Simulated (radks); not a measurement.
The numbers below are computed, except where a source is named.
Spherical jellium clusters: N electrons in a uniform positive sphere of charge N and radius rs N^(1/3), rs = 2.78 bohr. Level of theory: non-relativistic Kohn-Sham, LDA (Slater exchange, Perdew-Wang correlation), spin-polarised, spherical densities (a radial shooting solver with Libxc functionals). Levels are named by radial order and angular momentum (1s, 1p, 1d, 2s, ...), and open shells are averaged over m.

N = 30, configuration 1s2 1p6 1d10 2s2 1f(up 7, down 3). This is the lowest configuration that the search found. Occupied and some empty levels:

| level | occupation | eigenvalue (eV) | <r> (bohr) |
|---|---|---|---|
| 1s up | 1 | -8.5484 | 4.975 |
| 1s down | 1 | -8.3814 | 4.825 |
| 1p up | 3 | -7.1283 | 6.101 |
| 1p down | 3 | -6.8749 | 6.028 |
| 1d up | 5 | -5.4561 | 6.876 |
| 1d down | 5 | -5.1630 | 6.858 |
| 2s up | 1 | -4.9426 | 5.808 |
| 2s down | 1 | -4.7735 | 5.901 |
| 1f up | 7 | -3.5659 | 7.550 |
| 1f down | 3 | -3.2646 | 7.581 |
| 2p up | 0 | -2.8134 | 7.055 |
| 2p down | 0 | -2.6583 | 7.127 |
| 1g up | 0 | -1.5282 | 8.297 |
| 1g down | 0 | -1.2462 | 8.398 |
| 2d up | 0 | -0.96544 | 9.256 |
| 2d down | 0 | -0.83332 | 9.481 |

Energy (eV): total -43.1172, kinetic 102.77, external -3330.2, Hartree 1632.7, exchange-correlation -149.46, background 1701.1.
